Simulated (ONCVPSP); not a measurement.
## Reading a pseudo-wave (tellurium)

Columns: radius, all-electron u(r) and pseudo u(r) of the 5s shell (level -14.12 eV) of tellurium in the configuration [Kr] 4d10 5s1.75 5p4.25; PBE, non-relativistic, ONCV scheme, ONCVPSP 4.0.1.

```tsv
r (bohr)	all-electron	pseudo
0.100	-0.1550	0.0025
0.200	0.1945	0.0082
0.300	0.2081	0.0195
0.400	-0.0448	0.0382
0.500	-0.2809	0.0657
0.600	-0.3866	0.1028
0.700	-0.3615	0.1502
0.800	-0.2471	0.2072
0.900	-0.0868	0.2722
1.000	0.0865	0.3426
1.100	0.2515	0.4156
1.200	0.3969	0.4891
1.300	0.5179	0.5610
1.400	0.6132	0.6285
1.500	0.6846	0.6879
1.600	0.7342	0.7344
1.700	0.7653	0.7653
1.800	0.7806	0.7806
1.900	0.7829	0.7829
2.000	0.7747	0.7747
2.100	0.7580	0.7580
2.200	0.7349	0.7349
2.300	0.7070	0.7070
2.400	0.6757	0.6757
2.500	0.6421	0.6421
2.600	0.6072	0.6072
```

Q: How many radial nodes do the two functions have?

A: The all-electron 5s function has n − l − 1 = 4 (the table is too coarse to show those close to the nucleus); the pseudo-wave has 0, since the states of the same l below it are removed with the core.

Q: At about which radius was the pseudo-wave matched?

A: 1.70 bohr, where the columns begin to agree (steps of 0.10 bohr).

Q: Is the pseudo-wave norm-conserving?

A: Yes: the ONCV scheme keeps the norm inside the radius equal to the all-electron one, which fixes the energy derivative of the logarithmic derivative at the level.
